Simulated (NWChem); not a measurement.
# CH4AlFO2; SMILES C[O][Al]([OH])[F]

```xyz
9

Al     0.0730     0.5074    -0.0001
F      1.2711     1.6517    -0.0015
O     -1.5518     0.9686     0.0003
H     -1.8661     1.8736    -0.0004
O      0.5321    -1.1031     0.0010
C     -0.0205    -2.3767     0.0024
H      0.3066    -2.9419    -0.8882
H      0.3129    -2.9427     0.8901
H     -1.1259    -2.3681     0.0063
```
Atoms are numbered in this order, from 1.

The geometry was optimised at PBE0/def2-SVP.

 Unshifted, non-relativistic core excitations; the lowest 4 roots alone, so stronger bands may lie above.

Task: List the first C K-edge excitations from PBE/6-311G** (spherical d), restricted-window TDA (NWChem).

Result: 
```tsv
state	energy (eV)	dipole oscillator strength	leading excitation (squared amplitude)
S1	268.7	0.0017	1s of atom 6 or its equivalents → LUMO (1.00)
S2	269.9	0.0003	1s of atom 6 or its equivalents → LUMO+1 (1.00)
S3	270.7	0.0021	1s of atom 6 or its equivalents → LUMO+2 (1.00)
S4	271.0	0.0016	1s of atom 6 or its equivalents → LUMO+3 (0.96)
```
